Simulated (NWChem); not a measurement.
Spin states of Ga$_{2}$

```xyz
2

Ga     0.0000     0.0000     1.2227
Ga     0.0000     0.0000    -1.2227
```
Charge 0, spin multiplicity 3.

Program: NWChem. All single points use one geometry, from UPBE0/def2-SVP, a minimum by its harmonic frequencies.

Basis set: def2-TZVP. The gap is E(triplet) − E(singlet) at the geometry of the triplet, so a negative value puts the higher spin lower. Open shells are unrestricted, and the singlet is the closed-shell solution. Where the lowest singlet needs several determinants, the single determinant used here isn't a pure state and places it wrongly.

The Hamiltonian is non-relativistic. The correlated methods keep 18 core orbitals frozen. B3LYP has NWChem's definition, with VWN1-RPA local correlation. This spin state was chosen for the runs; another may lie lower. The structure started from a generated list of species. The unpaired electrons of the parent sit in orbitals of symmetry b2u and b3u (D2h labels of the run); other states weren't searched. No SCF solution was tested for a lower state. Open-shell Hartree-Fock references start from PBE0 orbitals.

Task: Order these methods by the vertical singlet-triplet gap they give, lowest first: B3LYP, HF, MP2.

Result: HF (-23.6 kcal/mol), MP2 (-14.6 kcal/mol), B3LYP (-13.6 kcal/mol)
